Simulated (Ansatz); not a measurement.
Stepwise reaction of `C[Si](Cl)(Cl)[GeH3]` with hydrogen, as a gas-phase model of exchange steps in deposition or etching. ΔE in kJ/mol; ΔG adds harmonic PBE0-D4 terms to CCSD(T)/CBS, at 1 bar.

Program: Ansatz. Geometries: PBE0-D4/def2-TZVP. ΔE: electronic, gas phase. CCSD(T)/CBS adds triple-zeta CCSD(T) − MP2 to the extrapolated MP2 energy (def2 sets, frozen cores). This one scheme is used for every species. DFT in def2-TZVPP. B3LYP here is the variant with VWN-RPA as its local correlation; programs differ in this. For Ge outer-core shells are correlated without core-valence functions, which leaves a few kJ/mol of doubt a bond. Scalar relativity is left out up to krypton.

```csv
step,reaction,PBE-D4,B3LYP-D4,ωB97M-V,CCSD(T)/CBS,ΔG(400 K)
1,`C[Si](Cl)(Cl)[GeH3]` + H₂ → `C[SiH](Cl)[GeH3]` + HCl,86.9,85.7,86.7,85.2,80.2
```

Q: Give the row of step 2, `C[SiH](Cl)[GeH3]` + H₂ → `C[SiH2][GeH3]` + HCl. (An estimate is asked.)

A: Ansatz gave: 
```csv
step,reaction,PBE-D4,B3LYP-D4,ωB97M-V,CCSD(T)/CBS,ΔG(400 K)
2,`C[SiH](Cl)[GeH3]` + H₂ → `C[SiH2][GeH3]` + HCl,80.2,80.2,81.2,80.7,76.1
```

Q: By hand: ΔE of the 2 steps together at CCSD(T)/CBS.

A: (85.2) + (80.7) = 165.9 kJ/mol, or 83.0 kJ/mol a step.

In ΔE the steps differ by no more than 4.5 kJ/mol. All are uphill at CCSD(T)/CBS. ΔG lies between 76.1 and 80.2 kJ/mol a step. PBE-D4 differs from CCSD(T)/CBS by -0.5 to 1.7 kJ/mol a step. Only this route is followed, and other bonds may react first. Isolated molecules leave out the surface, adducts and barriers. Largest T1 diagnostic: 0.011.
